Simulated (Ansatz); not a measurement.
Basis-set extrapolation for `CBN(C)[SiH3]` (PBE0-D4/def2-TZVP geometry, frozen core, Ansatz 0.2.0). Multiplicity 1, RHF reference.

|  | def2-TZVPP | def2-QZVPP |
| --- | --- | --- |
| HF | -449.752380 | -449.769545 |
| MP2 correlation | -0.797257 | -0.849473 |
| CCSD(T) correlation | -0.891106 | not run |

Energies in hartree. Use E(X) = E(∞) + A·exp(−7.88·√X) for Hartree–Fock and E(X) = E(∞) + B·X^(−2.97) for correlation, with X = 3 and 4, and add CCSD(T) minus MP2 of the smaller set to the MP2 limit.

**Question.** What is the CCSD(T) energy at the basis-set limit?

**Answer.** HF limit: -449.769545 + (-0.017165) × 0.13774 = -449.77191. MP2 limit: -0.849473 + (-0.052216) × 0.74074 = -0.88815. Higher-order term: -0.891106 − (-0.797257) = -0.09385. Total: -450.75391 hartree, 289.9 kJ/mol below CCSD(T)/def2-TZVPP.
